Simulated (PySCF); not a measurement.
**SMILES C(C#CC)#CC#N, C₆H₃N**

Molfile (atoms numbered from 1):
```
C6H3N
     RDKit          3D

 10  9  0  0  0  0  0  0  0  0999 V2000
   -1.9990    0.6150   -1.3577 C   0  0  0  0  0  0  0  0  0  0  0  0
   -0.9129    0.2815   -0.4790 C   0  0  0  0  0  0  0  0  0  0  0  0
    0.0027    0.0007    0.2610 C   0  0  0  0  0  0  0  0  0  0  0  0
    1.0204   -0.3130    1.0857 C   0  0  0  0  0  0  0  0  0  0  0  0
    1.9407   -0.5958    1.8313 C   0  0  0  0  0  0  0  0  0  0  0  0
    2.9641   -0.9104    2.6591 C   0  0  0  0  0  0  0  0  0  0  0  0
    3.8355   -1.1780    3.3630 N   0  0  0  0  0  0  0  0  0  0  0  0
   -1.7295    1.4725   -1.9751 H   0  0  0  0  0  0  0  0  0  0  0  0
   -2.2264   -0.2310   -2.0071 H   0  0  0  0  0  0  0  0  0  0  0  0
   -2.8867    0.8631   -0.7750 H   0  0  0  0  0  0  0  0  0  0  0  0
  1  2  1  0
  2  3  3  0
  3  4  1  0
  4  5  3  0
  5  6  1  0
  6  7  3  0
  1  8  1  0
  1  9  1  0
  1 10  1  0
M  END
```

Computed with quadratic response B3LYP/def2-SVPD first hyperpolarisability, Taylor convention, gas phase in PySCF 2.14.0. Geometry: GFN2-xTB.

Question: Give the tensor of the static β(0;0,0) in the axes of these coordinates.

Answer: In au, Taylor convention; rows are the first index (the induced dipole):
|  | xx | yy | zz | xy | xz | yz |
| --- | --- | --- | --- | --- | --- | --- |
| x | -176.4 | -6.3 | -131.0 | +63.4 | -172.9 | +58.7 |
| y | +63.4 | -7.4 | +40.5 | -6.3 | +58.7 | +0.4 |
| z | -172.9 | +0.4 | -81.6 | +58.7 | -131.0 | +40.5 |

Norm of βᵢ = ⅓ Σⱼ (βᵢⱼⱼ + βⱼᵢⱼ + βⱼⱼᵢ): 415.2 au, hyper-Rayleigh value 183.8 au.
